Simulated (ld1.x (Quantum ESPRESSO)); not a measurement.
**Transferability test, ultrasoft potential for O**

```json
{"Element": "O (Z = 8)", "Generator": "ld1.x (Quantum ESPRESSO) 7.5", "Type": "ultrasoft", "Functional": "LDA (PZ)", "Relativity": "scalar-relativistic", "Frozen core": "[He]", "Valence charge": "6", "Reference configuration": "2s1.75 2p4.25", "Partial waves": "2s (bound): rcut 0.80, rcutus 0.85 bohr; 2s channel at 1.05 Ry: rcut 0.80, rcutus 0.85 bohr; 2p (bound): rcut 1.20, rcutus 1.25 bohr; 2p channel at 2.8 Ry: rcut 1.20, rcutus 1.25 bohr; 3d channel at 0.1 Ry: rcut 0.95, rcutus 1.30 bohr; 3d channel at 2.25 Ry: rcut 0.95, rcutus 1.30 bohr", "Local potential": "all-electron potential smoothed inside 0.85 bohr (lloc = -1)", "Core correction": "Bessel-smoothed model core inside 0.50 bohr", "Augmentation charge": "PSQ, radius 0.75 bohr"}
```

Energies are relative to the spin-unpolarised reference configuration 2s1.75 2p4.25; without spin polarisation the order of configurations can differ from experiment. Spin-polarised rows fill each open shell by Hund’s rule, majority spin first.

Its overlap operator is not positive definite in a basis up to 400 Ry (lowest eigenvalue d -1.22), so the file is unfit for use: the generalised eigenproblem breaks down once the basis is large enough, and its test numbers describe a broken file.

```
         valence configuration  charge  ΔE all-electron (eV)  error AE − PS (meV)
                       2s2 2p4       0                -3.640                 +0.5
                       2s2 2p3      +1                12.943                 -1.2
                       2s2 2p2      +2                46.651                 -8.9
                       2s2 2p0      +4               177.570                  -59
                     2s2 2p4.3    -0.3                -5.814                 +0.6
                       2s2 2p1      +3               100.615                  -29
                       2s1 2p4      +1                27.781                 +3.7
2s1.75 2p4.25 (spin-polarised)       0                -1.436                  +18
      2s2 2p4 (spin-polarised)       0                -5.050                  +13
```

Levels in the configuration 2s2 2p4.3:

```csv
level,all-electron (eV),pseudo (eV)
2s,-19.785,-19.788
2p,-5.364,-5.364
```

The ghost test of this file was not conclusive.
